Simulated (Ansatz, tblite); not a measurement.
Isomers of Mo2O6 (singlet), found by a short tight-binding search and relaxed with r2SCAN-D4/def2-SVP in Ansatz.

In the def2 sets Mo takes a core potential; there is no spin–orbit coupling. The xTB rows come from tblite.

Run but left out: HF/def2-SVP, MP2/def2-SVP, CCSD/def2-SVP, CCSD(T)/def2-SVP (A: restricted singlet, unstable towards broken spin symmetry).

A: The restricted singlet is unstable towards broken spin symmetry in Hartree–Fock (as tested in another run); at PBE-D4/def2-TZVP, r2SCAN-D4/def2-TZVP, PBE0-D4/def2-TZVP, r2SCAN0-D4/def2-TZVP and others this wasn't settled. It holds 1 O–O bond. B: The restricted singlet is unstable towards broken spin symmetry in Hartree–Fock (as tested in another run); at PBE-D4/def2-TZVP, r2SCAN-D4/def2-TZVP, PBE0-D4/def2-TZVP, r2SCAN0-D4/def2-TZVP and others this wasn't settled. It holds 1 O–O bond.

Other spin states were run for one of them alone.

A:

```xyz
8

Mo    0.0318   -0.7388    0.5085
Mo   -0.5141    1.4340   -0.9437
O    -0.3596   -0.3950   -1.3422
O     1.6246   -1.3333    1.3224
O    -1.3532   -1.4250    1.1386
O     0.9292    2.2265   -0.4902
O    -1.9096    2.0053   -0.1559
O     1.5510   -1.7737   -0.0377
```

B:

```xyz
8

Mo   -0.8352    0.7488    0.0162
Mo    1.5213   -0.4763   -0.6097
O    -0.4424    1.8510    1.2100
O    -2.6085    0.0628    0.1371
O    -1.6300   -0.8838    0.5729
O     2.5458    0.0174    0.6449
O     1.1054   -2.1140   -0.5257
O     0.3436    0.7940   -1.4456
```

C:

```xyz
8

Mo    0.921   -0.828    0.729
Mo   -0.921    0.828   -0.729
O    -2.230    0.266   -1.628
O    -0.857    2.509   -0.815
O    -0.737    0.081    1.023
O     0.737   -0.081   -1.023
O     2.230   -0.266    1.628
O     0.857   -2.509    0.815
```

Task: Estimate which lies lowest at each level, and how far above it the others are (kJ/mol).

Result: 
```csv
level,A,B,C
GFN1-xTB,456.5,395.8,0.0
GFN2-xTB,171.0,118.6,0.0
PBE-D4/def2-TZVP,473.8,423.5,0.0
r2SCAN-D4/def2-TZVP,507.4,457.4,0.0
PBE0-D4/def2-TZVP,493.9,442.4,0.0
r2SCAN0-D4/def2-TZVP,515.1,463.9,0.0
ωB97X-V/def2-TZVP,517.1,467.9,0.0
```
Point groups (tolerance 0.1 Å): A not assigned, B not assigned, C D2h. A and B have the same bonds, so they are conformers or stereoisomers. Lower isomers may exist.
